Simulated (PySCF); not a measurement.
C4H7ClSi, SMILES CC([SiH3])=C=CCl. The structure is a stationary point at B3LYP-D3(BJ)/def2-SVP. The structure was generated by enumeration, and PubChem lists no compound with its InChIKey, so it may never have been made.

Computed equilibrium geometry at B3LYP-D3(BJ)/def2-SVP (PySCF confirms it by a frequency run) as Cartesian coordinates in Å:
```xyz
13

C     -1.2155     1.9363    -0.9184
C     -0.9267     0.6343    -0.1987
Si    -2.2741    -0.6914    -0.1250
C      0.2230     0.3713     0.3779
C      1.3568     0.0740     0.9608
Cl     2.6746    -0.7312     0.1226
H     -1.4753     1.7437    -1.9730
H     -0.3526     2.6170    -0.8905
H     -2.0808     2.4471    -0.4635
H     -2.6607    -1.0831    -1.5133
H     -3.4850    -0.1309     0.5464
H     -1.7799    -1.8772     0.6231
H      1.5769     0.2979     2.0078
```
